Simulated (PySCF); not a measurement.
## From computed data to an observable: chemical shift, span and skew from a shielding tensor

C2H9FOSi2, SMILES OC[Si@H](F)C[SiH3]. Atoms are numbered in the order given.

```xyz
15

O     -2.6384    -0.5603    -0.9935
C     -1.4506     0.2107    -0.8510
Si    -0.2251    -0.6766     0.2762
F     -1.1488    -1.1024     1.5695
C      1.1810     0.4116     0.8452
Si     2.2432     1.1523    -0.5330
H     -2.9611    -0.7638    -0.1045
H     -1.0236     0.3462    -1.8596
H     -1.6538     1.2359    -0.4721
H      0.2683    -1.9435    -0.3246
H      0.7621     1.2421     1.4410
H      1.8370    -0.1679     1.5183
H      2.8120     0.0679    -1.3855
H      1.4073     2.0377    -1.3962
H      3.3627     1.9551     0.0370
```
Charge 0, spin multiplicity 1.

The structure is a stationary point at B3LYP-D3(BJ)/def2-SVP. The structure was generated by enumeration; whether it is a known compound was not checked. One conformer was computed; it need not be the lowest.

GIAO shieldings from PBE0/pcSseg-1 (PySCF), non-relativistic, no solvent. The symmetric part of the tensor of Si3 has the principal values 283.0, 326.3, 380.7 ppm. The same nucleus in TMS has σ = 352.7 ppm at this level (PySCF, at its B3LYP-D3(BJ)/def2-TZVP geometry).

Work out the isotropic shielding, the ²⁹Si shift against TMS, the span and the skew.


σ(iso) = (σ11 + σ22 + σ33)/3 = 330.0 ppm. δ = σ(ref) − σ(iso) = 352.7 − (330.0) = 22.7 ppm.
Span Ω = σ33 − σ11 = 97.7 ppm. Skew κ = 3(σ(iso) − σ22)/Ω = 0.11. Tumbling in solution averages the tensor to δ; in a static solid the shielding alone would spread this spin-1/2 line over Ω.
